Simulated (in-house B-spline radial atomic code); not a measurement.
**Ionising Tl IV (Tl3+) with different functionals**

Computed with a B-spline radial code for spherical atoms: scalar-relativistic (spin-free X2C) Hamiltonian, Fermi nucleus of rms radius 5.4759 fm, spin-polarised at highest spin, spherical fractional occupations for the functionals, and exact exchange of hybrids averaged over the configuration. The ionisation energy is the difference of two self-consistent energies, [Xe] 4f14 5d10 → [Xe] 4f14 5d9, without Breit or QED terms; ε is the level of the shell that loses the electron (its least bound occupied spin orbital). There is no spin-orbit coupling in this Hamiltonian.

```
   method                    rung  ΔSCF (eV)  -ε(5d) (eV)
     PBE0           global hybrid      51.52        46.39
    B3LYP           global hybrid      51.56        45.99
    TPSSh           global hybrid          ?            ?
BHandHLYP           global hybrid      51.34        48.37
  r2SCAN0           global hybrid      51.76        46.67
    B97-1           global hybrid      51.49        45.99
    HSE06  range-separated hybrid      51.49        45.95
    wB97X  range-separated hybrid      51.26        48.80
CAM-B3LYP  range-separated hybrid      51.48        47.85
  LC-wPBE  range-separated hybrid          ?            ?
```

Problem. What does TPSSh give?

Solution. ΔSCF 51.51 eV, and -ε(5d) = 45.09 eV.

Problem. What does LC-wPBE give?

Solution. ΔSCF 51.33 eV, and -ε(5d) = 49.12 eV.

Problem. Among the functionals, which spreads more, the ΔSCF values or the orbital energies?

Solution. The orbital energies: ΔSCF values span about 0.50 eV and the orbital energies 4.02 eV; here energy differences depend much less on the functional than eigenvalues do.

Problem. How do they compare with the NIST value?

Solution. NIST lists 51.14 eV ± 0.04 (measured, ground level to ground level). Errors run from +0.12 to +0.62 eV; wB97X is closest (+0.12 eV), but part of that can be cancellation, since the calculations leave out spin-orbit coupling, Breit-QED terms, multiplet and fine-structure energies.
